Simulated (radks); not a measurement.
Values are calculated unless marked as measured or tabulated.
Ionisation of the zinc ion Zn2+, [Ar] 3d10, to [Ar] 3d9 as the strength of local exchange is varied. Level of theory: scalar-relativistic Kohn-Sham, Slater X-alpha exchange (alpha = 2/3 is LDA exchange), no correlation, spin-unpolarised, spherical densities, finite nucleus; Fermi nuclear charge, rms radius 3.9283 fm (a radial shooting solver on a logarithmic mesh with Libxc functionals).

| alpha | E(Zn2+) (hartree) | exchange (hartree) | IE (eV) | -e of the level emptied (eV) | <r> of it (bohr) |
|---|---|---|---|---|---|
| 0.667 | -1789.70584 | -65.71038 | 39.181 | 29.594 (3d) | 0.8848 |
| 0.703 | -1793.25904 | -69.40300 | 40.120 | 30.425 (3d) | 0.8777 |
| 0.716 | -1794.54397 | -70.74009 | 40.463 | 30.729 (3d) | 0.8752 |
| 0.735 | -1796.42371 | -72.69777 | 40.967 | 31.177 (3d) | 0.8715 |
| 0.767 | -1799.59429 | -76.00422 | 41.826 | 31.942 (3d) | 0.8655 |
| 0.796 | -1802.47273 | -79.01078 | 42.615 | 32.646 (3d) | 0.8601 |
| 0.947 | -1817.53862 | -94.81997 | 46.880 | 36.479 (3d) | 0.8335 |
| 0.975 | -1820.34668 | -97.77985 | 47.700 | 37.221 (3d) | 0.8288 |

NIST Atomic Spectra Database: 39.723 eV (measured). The Delta-SCF value meets it near alpha = 0.69. Spin polarisation and multiplet splitting are left out, so open shells lie too high by an amount that depends on their filling.

Beside tabulated values, note that spin-unpolarised runs miss the spin-polarisation part of the exchange energy of open shells.
